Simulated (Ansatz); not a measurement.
`[SiH3][GeH2][SiH2][GeH2][GeH3]` + `NCS` → `[SiH3]NCS` + `[GeH3][SiH2][GeH2][GeH3]`  (cleavage of the Si–Ge bond)

Program: Ansatz. Geometries: PBE0-D4/def2-TZVP. ΔE: electronic, gas phase. CCSD(T)/CBS is the MP2 limit (def2-TZVPP, def2-QZVPP) plus CCSD(T) − MP2 in def2-TZVPP, frozen cores. Functionals use def2-TZVPP. For Ge outer-core shells are correlated without core-valence functions, which leaves a few kJ/mol of doubt a bond. Scalar relativity is left out up to krypton. One conformer a species, not always the lowest.

```
             level  ΔE (kcal/mol)
           ωB97X-V           -6.0
SCS-MP2/def2-QZVPP           -7.7
```

Problem. What does CCSD(T)/CBS give? (An estimate is asked.)

Solution. The calculation gave: -5.4 kcal/mol. The listed levels differ from it by -0.6, -2.3 kcal/mol.

Largest T1 diagnostic among the species: 0.012.

The D4 term adds +1.1 kcal/mol with B3LYP and +0.7 kcal/mol with PBE0; it sums over pairs of atoms, weighted by their polarisabilities, and B3LYP, whose exchange is more repulsive, gets the larger term. In def2-TZVPP, CCSD(T) changes the Hartree–Fock value by +4.8 kcal/mol (the triples alone add +0.5 kcal/mol) and MP2 by +4.0 kcal/mol.

B3LYP here is the variant with VWN-RPA as its local correlation; programs differ in this.
